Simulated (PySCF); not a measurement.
FGe, doublet, geometry from GFN2-xTB; PySCF with DF-R2SCAN/def2-SVP.

Input for PySCF:
```python
from pyscf import gto, scf, dft

mol = gto.Mole()
mol.atom = '''
    Ge   -0.00000000   -0.00000000   -0.40135630
    F     0.00000000    0.00000000    1.42704462
'''
mol.basis = 'def2-svp'
mol.spin = 1
mol.verbose = 4
mol.build()

mf = dft.UKS(mol)
mf.xc = 'r2scan'
mf = mf.density_fit(auxbasis='def2-universal-jkfit')
mf.kernel()
```

What the program printed (banner, timings and long lists left out):

```
PySCF version 2.14.0

[INPUT] verbose = 4
[INPUT] num. atoms = 2
[INPUT] num. electrons = 41
[INPUT] charge = 0
[INPUT] spin (= nelec alpha-beta = 2S) = 1
[INPUT] symmetry False subgroup None
[INPUT] Mole.unit = angstrom
[INPUT] Symbol           X                Y                Z      unit          X                Y                Z       unit  Magmom
[INPUT]  1 Ge     0.000000000000   0.000000000000  -0.401356300000 AA    0.000000000000   0.000000000000  -0.758453485369 Bohr   0.0
[INPUT]  2 F      0.000000000000   0.000000000000   1.427044620000 AA    0.000000000000   0.000000000000   2.696723499334 Bohr   0.0

nuclear repulsion = 83.3531831437495
number of shells = 18
number of NR pGTOs = 98
number of NR cGTOs = 46
basis = def2-svp
ecp = {}

******** <class 'pyscf.df.df_jk.DFUKS'> ********
method = DFUKS
initial guess = minao
damping factor = 0
level_shift factor = 0
DIIS = <class 'pyscf.scf.diis.CDIIS'>
diis_start_cycle = 1
diis_space = 8
diis_damp = 0
SCF conv_tol = 1e-09
SCF conv_tol_grad = None
SCF max_cycles = 50
direct_scf = False
number electrons alpha = 21  beta = 20
XC library pyscf.dft.libxc version 7.1.2
    S. Lehtola, C. Steigemann, M. J. T. Oliveira, and M. A. L. Marques,  SoftwareX 7, 1–5 (2018)
XC functionals = r2scan
    J. W. Furness, A. D. Kaplan, J. Ning, J. P. Perdew, and J. Sun,  J. Phys. Chem. Lett. 11, 8208–8215 (2020)
    J. W. Furness, A. D. Kaplan, J. Ning, J. P. Perdew, and J. Sun,  J. Phys. Chem. Lett. 11, 9248–9248 (2020)
    J. W. Furness, A. D. Kaplan, J. Ning, J. P. Perdew, and J. Sun,  J. Phys. Chem. Lett. 11, 8208–8215 (2020)
    J. W. Furness, A. D. Kaplan, J. Ning, J. P. Perdew, and J. Sun,  J. Phys. Chem. Lett. 11, 9248–9248 (2020)
radial grids:
    Treutler-Ahlrichs [JCP 102, 346 (1995); DOI:10.1063/1.469408] (M4) radial grids

becke partition: Becke, JCP 88, 2547 (1988); DOI:10.1063/1.454033
pruning grids: <function nwchem_prune>
grids dens level: 3
symmetrized grids: False
atomic radii adjust function: <function treutler_atomic_radii_adjust>
small_rho_cutoff = 0
Set gradient conv threshold to 3.16228e-05
tot grids = 34904
init E= -2175.74751079943

cycle= 1 E= -2176.33324777013  delta_E= -0.586  |g|= 0.537  |ddm|= 1.01
cycle= 2 E= -2173.47227329098  delta_E= 2.86  |g|=  2.5  |ddm|= 1.75
cycle= 3 E= -2176.43182119308  delta_E= -2.96  |g|= 0.149  |ddm|= 1.51
cycle= 4 E= -2176.4350369562  delta_E= -0.00322  |g|= 0.108  |ddm|= 0.171
cycle= 5 E= -2176.43832858256  delta_E= -0.00329  |g|= 0.0189  |ddm|= 0.0543
cycle= 6 E= -2176.4385337096  delta_E= -0.000205  |g|= 0.00255  |ddm|= 0.0208
cycle= 7 E= -2176.43853723079  delta_E= -3.52e-06  |g|= 0.000498  |ddm|= 0.00345
cycle= 8 E= -2176.43853744233  delta_E= -2.12e-07  |g|= 0.000218  |ddm|= 0.000993
cycle= 9 E= -2176.43853747044  delta_E= -2.81e-08  |g|= 3.73e-05  |ddm|= 0.000313
cycle= 10 E= -2176.43853747355  delta_E= -3.11e-09  |g|= 1.39e-05  |ddm|= 0.000218
cycle= 11 E= -2176.43853747524  delta_E= -1.69e-09  |g|= 1.18e-05  |ddm|= 0.000211
cycle= 12 E= -2176.4385374767  delta_E= -1.46e-09  |g|= 1.17e-05  |ddm|= 0.000187
cycle= 13 E= -2176.43853747561  delta_E= 1.1e-09  |g|= 1.17e-05  |ddm|= 0.000141
cycle= 14 E= -2176.43853745932  delta_E= 1.63e-08  |g|= 1.13e-05  |ddm|= 0.00215
cycle= 15 E= -2176.43853739524  delta_E= 6.41e-08  |g|= 1.18e-05  |ddm|= 0.00996
cycle= 16 E= -2176.43853734963  delta_E= 4.56e-08  |g|= 1.8e-05  |ddm|= 0.00987
cycle= 17 E= -2176.43853733041  delta_E= 1.92e-08  |g|= 3.8e-05  |ddm|= 0.00539
cycle= 18 E= -2176.43853730844  delta_E= 2.2e-08  |g|= 3.88e-05  |ddm|= 0.0104
cycle= 19 E= -2176.43853730445  delta_E= 3.99e-09  |g|= 3.24e-05  |ddm|= 0.00385
cycle= 20 E= -2176.43853729995  delta_E= 4.49e-09  |g|= 1.65e-05  |ddm|= 0.0109
cycle= 21 E= -2176.43853730026  delta_E= -3.06e-10  |g|= 6.19e-06  |ddm|= 0.00492
Extra cycle  E= -2176.4385373003  delta_E= -4.41e-11  |g|= 1.98e-06  |ddm|= 1.16e-05
converged SCF energy = -2176.4385373003  <S^2> = 0.75509486  2S+1 = 2.0050884
```
